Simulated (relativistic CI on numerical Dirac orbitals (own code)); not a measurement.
Calculated at this level of theory: Dirac-Coulomb-Breit CI, orbitals from a KLI potential per configuration, model QED (radiative potential, 1s self-energy scaled to tabulated hydrogen-like ionisation energies), unscaled Slater integrals (own radial code, finite nucleus).

The strongest absorption lines from the ground level of an ion, among the configurations computed and to levels below about 4880 eV (vacuum wavelength in Å, gf): 3.4680 (0.11), 3.5115 (0.067), 4.4533 (0.00074), 4.8017 (0.22), 4.8516 (0.11), 4.9889 (0.24), 33.997 (0.54), 95.724 (0.053).

(1) Which ion is it?
A. Dy⁵⁴⁺
B. Lu⁵⁹⁺
C. Dy⁵²⁺
D. Pm⁴⁹⁺

Answers

(1) A. Dy⁵⁴⁺ has 12 electrons and the ground level 3s2 1S_0; the strongest line goes to 3s.3p 1P°_1. The pattern of lines fixes the number of electrons, and along that sequence the line energies rise steadily with the charge (about as its square where n changes within one kind of shell, about linearly where n is kept but much faster in heavy ions where fine structure, which grows about as Z⁴, sets the gap, and irregularly where shells cross), which fixes Z. Configurations outside the model, such as inner-shell arrays, can give stronger lines. At this charge energies of transitions that change n are usually good to better than 1 %, and those within a shell (Δn = 0) to a few per cent.

LS names give the leading component of a level, which can be under half, so a name can repeat, a term be missing and a line seem to break the LS rules.
